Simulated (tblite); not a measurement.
A geometry optimisation, step by step.

Species: C7H11F (charge +1 and doublet state).
Atom-mapped SMILES: `[CH3:1][C+:2]1[CH:3][C@H:4]([CH2:5][F:6])[CH2:7][CH2:8]1` (hydrogens: H9, H10, H11 on C1; H12 on C3; H13 on C4; H14, H15 on C5; H16, H17 on C7; H18, H19 on C8)

Computed with GFN2-xTB (tblite), gas phase: L-BFGS steps from a force-field or distance-geometry start until the largest atomic force falls under 0.01 eV/Å. 5 of its 87 geometries are shown.

Step 0: E = -675.6595 eV, largest atomic force 2.299 eV/Å
```
atom  x, y, z in Å  |  force x, y, z in eV/Å
C1      2.585   -0.728    0.024   -1.233  -0.257  -0.151
C2      1.185   -0.209   -0.060   -0.004  -0.890   1.694
C3      0.066   -0.819    0.594    0.794   2.056  -0.655
C4     -1.109    0.134    0.509    1.347  -0.934  -0.312
C5     -2.434   -0.571    0.248   -0.749  -0.049  -0.174
F6     -2.795   -1.304    1.328   -0.027  -0.106   0.035
C7     -0.700    1.080   -0.618   -0.168   1.050   0.507
C8      0.831    1.134   -0.580   -0.611  -1.045  -0.472
H9      3.158   -0.161    0.763   -0.018   0.038  -0.161
H10     3.066   -0.632   -0.943    0.248   0.208  -0.085
H11     2.596   -1.783    0.309   -0.014   0.187   0.065
H12     0.091   -1.708    1.204   -0.059   0.011  -0.247
H13    -1.177    0.669    1.480   -0.110  -0.212  -0.244
H14    -2.372   -1.248   -0.620    0.089   0.046   0.220
H15    -3.233    0.168    0.061    0.151  -0.085   0.135
H16    -1.039    0.694   -1.575   -0.040  -0.072  -0.114
H17    -1.141    2.075   -0.486    0.015  -0.153  -0.100
H18     1.235    1.302   -1.582    0.244   0.215   0.182
H19     1.176    1.918    0.099    0.145  -0.007  -0.123
```

Step 22: E = -675.9461 eV, largest atomic force 0.091 eV/Å
```
atom  x, y, z in Å  |  force x, y, z in eV/Å
C1      2.550   -0.742    0.039    0.012   0.006   0.005
C2      1.204   -0.174    0.049   -0.043  -0.054  -0.037
C3      0.089   -0.732    0.639   -0.034   0.007   0.002
C4     -1.100    0.111    0.450   -0.009  -0.014   0.008
C5     -2.447   -0.618    0.232   -0.016  -0.022   0.014
F6     -2.730   -1.362    1.332    0.018  -0.041  -0.006
C7     -0.692    1.141   -0.605   -0.046   0.019   0.033
C8      0.837    1.104   -0.603   -0.048  -0.019  -0.036
H9      3.188   -0.202    0.744    0.029   0.040   0.076
H10     3.027   -0.611   -0.930    0.016  -0.009  -0.059
H11     2.561   -1.789    0.329   -0.037  -0.026   0.018
H12     0.065   -1.658    1.191    0.007   0.030   0.001
H13    -1.252    0.625    1.420   -0.018  -0.001  -0.002
H14    -2.396   -1.305   -0.620    0.060   0.032  -0.005
H15    -3.265    0.098    0.100    0.051   0.019  -0.012
H16    -1.065    0.835   -1.587   -0.013   0.003   0.048
H17    -1.098    2.131   -0.407    0.001   0.033  -0.003
H18     1.274    1.217   -1.598    0.041   0.008  -0.019
H19     1.241    1.941   -0.017    0.028  -0.013  -0.025
```

Step 43: E = -675.9752 eV, largest atomic force 0.086 eV/Å
```
atom  x, y, z in Å  |  force x, y, z in eV/Å
C1      2.520   -0.759    0.070    0.020  -0.004  -0.007
C2      1.182   -0.165    0.046    0.033  -0.031  -0.065
C3      0.089   -0.654    0.725    0.022   0.012  -0.016
C4     -1.106    0.169    0.515   -0.002   0.019  -0.018
C5     -2.373   -0.661    0.171   -0.031  -0.007  -0.034
F6     -2.604   -1.556    1.160    0.006  -0.015   0.026
C7     -0.705    1.219   -0.523    0.055  -0.024   0.011
C8      0.807    1.057   -0.704    0.029  -0.040   0.055
H9      3.142   -0.237    0.808   -0.012   0.007  -0.058
H10     3.030   -0.666   -0.888   -0.007   0.067   0.036
H11     2.493   -1.804    0.378   -0.042   0.025   0.001
H12     0.079   -1.549    1.327   -0.011   0.043   0.025
H13    -1.372    0.641    1.476    0.021   0.000   0.029
H14    -2.216   -1.224   -0.753    0.023  -0.050  -0.054
H15    -3.250   -0.018    0.086   -0.055   0.066   0.006
H16    -1.220    1.040   -1.468   -0.041  -0.015  -0.019
H17    -0.971    2.230   -0.217   -0.030   0.010   0.030
H18     1.115    1.026   -1.755   -0.008  -0.063   0.043
H19     1.349    1.919   -0.296    0.031   0.001   0.011
```

Step 64: E = -675.9844 eV, largest atomic force 0.031 eV/Å
```
atom  x, y, z in Å  |  force x, y, z in eV/Å
C1      2.510   -0.750    0.082    0.002   0.005  -0.001
C2      1.166   -0.173    0.063    0.004   0.021   0.010
C3      0.091   -0.610    0.803    0.000  -0.007  -0.004
C4     -1.114    0.189    0.555    0.006   0.000   0.006
C5     -2.333   -0.675    0.104   -0.007   0.010  -0.004
F6     -2.552   -1.650    1.015   -0.002   0.004   0.012
C7     -0.700    1.258   -0.458   -0.012  -0.008   0.011
C8      0.777    0.992   -0.758   -0.015   0.005  -0.001
H9      3.115   -0.238    0.839    0.004   0.001   0.014
H10     3.024   -0.613   -0.867    0.015   0.000  -0.004
H11     2.495   -1.801    0.365   -0.010  -0.002  -0.004
H12     0.097   -1.446    1.482   -0.005  -0.016  -0.007
H13    -1.452    0.622    1.510    0.004   0.002   0.005
H14    -2.115   -1.156   -0.855    0.011  -0.028  -0.007
H15    -3.236   -0.061    0.041   -0.007   0.015  -0.006
H16    -1.306    1.204   -1.363   -0.002   0.010   0.005
H17    -0.848    2.260   -0.051   -0.001  -0.004   0.000
H18     0.960    0.804   -1.822    0.003  -0.009  -0.018
H19     1.411    1.856   -0.527    0.012   0.002  -0.006
```

Step 86: E = -675.9880 eV, largest atomic force 0.010 eV/Å
```
atom  x, y, z in Å  |  force x, y, z in eV/Å
C1      2.516   -0.732    0.091   -0.002  -0.001   0.002
C2      1.164   -0.173    0.060    0.001   0.003   0.003
C3      0.096   -0.608    0.811   -0.003  -0.004  -0.001
C4     -1.113    0.187    0.569   -0.002  -0.004  -0.001
C5     -2.319   -0.679    0.083   -0.003  -0.004   0.001
F6     -2.592   -1.624    1.010    0.005   0.001   0.005
C7     -0.697    1.275   -0.424    0.005  -0.005   0.000
C8      0.755    0.965   -0.789    0.006  -0.004  -0.004
H9      3.085   -0.250    0.895    0.003  -0.007  -0.001
H10     3.058   -0.548   -0.834   -0.003   0.008   0.005
H11     2.505   -1.794    0.329   -0.002  -0.002  -0.003
H12     0.108   -1.444    1.491    0.000   0.006   0.004
H13    -1.471    0.599    1.526    0.003   0.003   0.001
H14    -2.063   -1.191   -0.850    0.002   0.004  -0.001
H15    -3.209   -0.054   -0.037    0.002   0.002  -0.005
H16    -1.343    1.291   -1.302   -0.005   0.000  -0.002
H17    -0.779    2.263    0.034   -0.005   0.001   0.003
H18     0.866    0.703   -1.849    0.001   0.006  -0.008
H19     1.424    1.823   -0.656   -0.004  -0.004   0.002
```

Problem. Summarise the path.

Solution. The energy falls by 7.57 kcal/mol from step 0 to step 86; nine tenths of that is first reached at step 27. It falls at every step. The largest force goes from 2.299 to 0.010 eV/Å. Among the bonds C2–C3 changes most, from 1.432 to 1.376 Å; the atoms move by 0.414 Å rms after alignment.

Problem. Follow the three bonds and two angles with the largest change from start to end.

Solution. 
| step | E above end (kcal/mol) | largest force (eV/Å) | C2–C3 (Å) | C3–C4 (Å) | C4–C5 (Å) | H18–C8–H19 (°) | C5–C4–H13 (°) |
| --- | --- | --- | --- | --- | --- | --- | --- |
| 0 | 7.57 | 2.299 | 1.432 | 1.515 | 1.523 | 110.0 | 108.7 |
| 4 | 1.93 | 0.225 | 1.378 | 1.468 | 1.545 | 105.4 | 105.2 |
| 7 | 1.62 | 0.165 | 1.382 | 1.472 | 1.539 | 105.3 | 104.7 |
| 11 | 1.32 | 0.120 | 1.379 | 1.467 | 1.548 | 104.9 | 102.8 |
| 15 | 1.14 | 0.107 | 1.379 | 1.469 | 1.543 | 104.3 | 102.4 |
| 19 | 1.03 | 0.074 | 1.379 | 1.470 | 1.547 | 104.9 | 102.6 |
| 22 | 0.96 | 0.091 | 1.379 | 1.470 | 1.546 | 105.1 | 102.8 |
| 26 | 0.79 | 0.122 | 1.377 | 1.466 | 1.547 | 104.1 | 103.5 |
| 30 | 0.65 | 0.126 | 1.377 | 1.468 | 1.551 | 104.1 | 103.3 |
| 34 | 0.51 | 0.066 | 1.376 | 1.466 | 1.551 | 104.4 | 103.0 |
| 37 | 0.46 | 0.070 | 1.376 | 1.466 | 1.554 | 104.4 | 103.0 |
| 41 | 0.35 | 0.081 | 1.377 | 1.468 | 1.556 | 104.1 | 102.7 |
| 45 | 0.24 | 0.093 | 1.376 | 1.465 | 1.555 | 103.8 | 103.3 |
| 49 | 0.18 | 0.037 | 1.376 | 1.466 | 1.558 | 104.0 | 103.2 |
| 52 | 0.15 | 0.055 | 1.376 | 1.466 | 1.557 | 104.1 | 103.4 |
| 56 | 0.13 | 0.051 | 1.376 | 1.466 | 1.559 | 104.1 | 103.3 |
| 60 | 0.09 | 0.027 | 1.376 | 1.467 | 1.561 | 103.8 | 103.2 |
| 64 | 0.08 | 0.031 | 1.376 | 1.467 | 1.561 | 104.0 | 103.2 |
| 67 | 0.07 | 0.033 | 1.376 | 1.467 | 1.562 | 104.2 | 103.1 |
| 71 | 0.05 | 0.047 | 1.377 | 1.468 | 1.562 | 104.0 | 103.5 |
| 75 | 0.02 | 0.052 | 1.377 | 1.467 | 1.562 | 103.9 | 103.3 |
| 79 | 0.01 | 0.016 | 1.376 | 1.467 | 1.562 | 104.0 | 103.3 |
| 82 | 0.00 | 0.016 | 1.376 | 1.467 | 1.562 | 104.1 | 103.2 |
| 86 | 0.00 | 0.010 | 1.376 | 1.467 | 1.562 | 104.0 | 103.1 |

The cost below is that of the whole relaxation. Time: 0.83 s. Hardware: one thread of an Arm Neoverse N1, shared host with 48 logical CPUs at a one-minute load of 26.
